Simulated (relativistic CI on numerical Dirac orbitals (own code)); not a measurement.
## Radial parameters of Bi75+

Calculated at this level of theory: Dirac-Coulomb-Breit CI, separate exchange-only KLI orbitals for each configuration, QED by a radiative potential, unscaled Slater integrals (own radial code, finite nucleus).

Slater integrals F^k, G^k are unscaled and averaged over j, outside the closed core 1s2; ζ comes from projecting the Hamiltonian with its Breit term on Σ l·s of the shell.

- 2s²2p⁴: F^2(2p,2p) = 1.5997e+06, ζ(2p) = 1.2941e+07 cm⁻¹; <r>(2p) = 0.05809, <r^2>(2p) = 0.004141 (bohr units).
- 2s2p⁵: G^1(2s,2p) = 1.7543e+06, ζ(2p) = 1.292e+07 cm⁻¹; <r>(2s) = 0.06428, <r^2>(2s) = 0.004941, <r>(2p) = 0.05814, <r^2>(2p) = 0.004148 (bohr units).
- 2s²2p³3s: F^2(2p,2p) = 1.6075e+06, ζ(2p) = 1.3073e+07, G^1(2p,3s) = 177780 cm⁻¹; <r>(2p) = 0.05783, <r^2>(2p) = 0.004103, <r>(3s) = 0.1531, <r^2>(3s) = 0.02688 (bohr units).

Averages of the first 10 configurations, taken without configuration mixing, which lowers the lowest level and can move excited configurations by several eV; other configurations of the list can lie among them:

```json
{"Configuration": "2s²2p⁴", "Parity": "even", "States": "15", "Average energy above the lowest level (eV)": "1614.6"}
{"Configuration": "2s2p⁵", "Parity": "odd", "States": "12", "Average energy above the lowest level (eV)": "3730.1"}
{"Configuration": "2p⁶", "Parity": "even", "States": "1", "Average energy above the lowest level (eV)": "5917.8"}
{"Configuration": "2s²2p³3s", "Parity": "odd", "States": "40", "Average energy above the lowest level (eV)": "13308.1"}
{"Configuration": "2p⁵3s", "Parity": "odd", "States": "12", "Average energy above the lowest level (eV)": "17534.1"}
{"Configuration": "2s²2p³3p", "Parity": "even", "States": "120", "Average energy above the lowest level (eV)": "13920.8"}
{"Configuration": "2p⁵3p", "Parity": "even", "States": "36", "Average energy above the lowest level (eV)": "18132.1"}
{"Configuration": "2p⁵3d", "Parity": "odd", "States": "60", "Average energy above the lowest level (eV)": "18605.1"}
{"Configuration": "2s²2p³3d", "Parity": "odd", "States": "200", "Average energy above the lowest level (eV)": "14393.5"}
{"Configuration": "2s2p⁴3s", "Parity": "even", "States": "60", "Average energy above the lowest level (eV)": "15384.8"}
```
